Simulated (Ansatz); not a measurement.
Geometry optimisation, RKS revPBE-D4/6-31G* (Ansatz 0.2.0).

input.yaml

```yaml
crystal:
  periodic: [false, false, false]
  atoms:
    - { symbol: B, position_ang: [0.001851, -0.425258, -0.105225] }
    - { symbol: Cl, position_ang: [-0.04292, -0.984653, 1.646281] }
    - { symbol: C, position_ang: [1.377956, -0.203015, -0.820228] }
    - { symbol: H, position_ang: [1.752689, -1.178865, -1.187967] }
    - { symbol: H, position_ang: [1.282056, 0.461985, -1.693626] }
    - { symbol: H, position_ang: [2.139296, 0.199871, -0.133673] }
    - { symbol: Cl, position_ang: [-1.529677, -0.512097, -1.003426] }
    - { symbol: "N", position_ang: [-0.289658, 2.074238, 0.957148] }
    - { symbol: H, position_ang: [-1.04493, 2.697967, 0.656161] }
    - { symbol: C, position_ang: [0.912187, 2.832555, 1.333569] }
    - { symbol: H, position_ang: [1.683748, 2.123152, 1.676563] }
    - { symbol: H, position_ang: [1.30699, 3.35258, 0.444478] }
    - { symbol: H, position_ang: [0.76138, 3.586371, 2.135451] }
    - { symbol: H, position_ang: [-0.637969, 1.520268, 1.766493] }
basis:
  gaussian: { orbitals: "6-31G*" }
hamiltonian:
  xc: revpbe
  dispersion: d4
relax:
  f_tol: 0.03
  max_steps: 50
```

Launched with:

```bash
$ ansatz run input.yaml --threads 4 --pin off --max-ram 5120MiB --backend cpu --events-out ev --progress --plain --runs-dir out
```

Problem. Where does it end, and by what steps?

Solution. It converged. After 12 steps the energy has fallen by 1.102 eV; H9 moved furthest, 0.93 Å. Joined: B1–N8.

```csv
step,energy less start (eV),largest force component (eV/Å),accepted
0,0.0000,0.809,yes
1,-0.1892,0.696,yes
2,-0.4429,0.748,yes
3,-0.8115,0.848,yes
4,-0.8742,1.886,yes
5,-1.0255,0.253,yes
6,-1.0540,0.266,yes
7,-1.0801,0.316,yes
8,-1.0953,0.131,yes
9,-1.1002,0.058,yes
10,-1.1013,0.043,yes
11,-1.1015,0.030,yes
12,-1.1016,0.004,yes
```

```xyz
14
Properties=species:S:1:pos:R:3
B 0.084 0.168 0.260
Cl 0.458 -0.776 1.833
C 1.275 0.159 -0.806
H 1.394 -0.860 -1.210
H 1.074 0.824 -1.668
H 2.247 0.445 -0.365
Cl -1.578 -0.314 -0.474
N -0.225 1.705 0.782
H -0.623 2.217 -0.018
C 0.927 2.461 1.364
H 1.345 1.856 2.180
H 1.685 2.594 0.581
H 0.594 3.440 1.740
H -0.984 1.628 1.475
```

Run time: 17 s on 4 threads of Intel(R) Xeon(R) Platinum 8488C (Sapphire Rapids), with other jobs on the host, peak memory 0.2 GiB.
